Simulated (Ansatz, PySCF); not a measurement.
C2H3BClNO, SMILES CB(Cl)N=C=O. Atoms are numbered in the order given.

```xyz
9

B      0.1883    -0.3983     0.6132
Cl     1.8434    -0.5198    -0.0055
C     -0.1793    -1.0179     1.9971
H     -0.3589    -2.0983     1.8479
H     -1.0983    -0.5888     2.4203
H      0.6432    -0.9370     2.7219
N     -0.7678     0.2385    -0.2099
C     -1.4030     0.8089    -1.0503
O     -2.0546     1.3604    -1.8433
```

The structure is a stationary point at PBE0-D3(BJ)/def2-SVP. This is a generated structure with no PubChem entry under its InChIKey; it may be hypothetical. Other conformers were not sampled.

Two levels are set side by side: PBE-D3(BJ)/def2-SVP (Ansatz, an electronic-structure program) and PBE0-D3(BJ)/def2-SVP (Ansatz). Each level has its own optimised geometry; the coordinates shown are those of the second. Frequencies come from the Hessian of PySCF at each geometry. Differences are taken from unrounded values.

```csv
quantity,PBE0-D3(BJ),PBE-D3(BJ),PBE-D3(BJ) minus PBE0-D3(BJ)
mean bond length (Å),1.301,1.311,0.009
bond B1–Cl2 (Å),1.771,1.782,0.011
bond B1–C3 (Å),1.560,1.567,0.007
bond B1–N7 (Å),1.413,1.419,0.006
bond N7–C8 (Å),1.198,1.210,0.012
bond C8–O9 (Å),1.165,1.180,0.015
bond C3–H4 (Å),1.105,1.114,0.008
bond C3–H5 (Å),1.099,1.107,0.008
bond C3–H6 (Å),1.099,1.107,0.008
highest harmonic wavenumber (cm⁻¹),3186,3096,-90
mean harmonic wavenumber (cm⁻¹),1173,1132,-40
zero-point energy (kcal/mol),35.20,34.00,-1.20
```

GGA bonds tend to be longer and softer than those of functionals with exact exchange. Differences between two approximate levels are no errors against the true value.
